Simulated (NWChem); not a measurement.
**A calculation on H$_{6}$Ga$_{2}$**

SMILES: [GaH3].[GaH3]
```xyz
8

Ga     1.3076     0.0000     0.0000
Ga    -1.3076     0.0000     0.0000
H      0.0000     1.1871     0.0098
H      1.9664     0.0000     1.4190
H      1.9454     0.0000    -1.4287
H      0.0000    -1.1871     0.0098
H     -1.9664     0.0000     1.4190
H     -1.9454     0.0000    -1.4287
```
Charge 0, spin multiplicity 1.

Program: NWChem. The geometry was optimised at PBE/def2-SVP, a minimum by its harmonic frequencies.

Symmetry labels belong to the abelian group C2v used in the runs, with the axes of the coordinates shown.

The Hamiltonian is non-relativistic. The structure started from a generated list of species.

List the lowest 4 singlet excitations that TDA-BHandHLYP/def2-SVP gives, with oscillator strengths.


| state | symmetry | energy (eV) | wavelength (nm) | f |
|---|---|---|---|---|
| 1 | b2 | 6.80 | 182 | 0.000 |
| 2 | a2 | 7.07 | 175 | 0.000 |
| 3 | a2 | 7.28 | 170 | 0.000 |
| 4 | b1 | 7.91 | 157 | 0.154 |
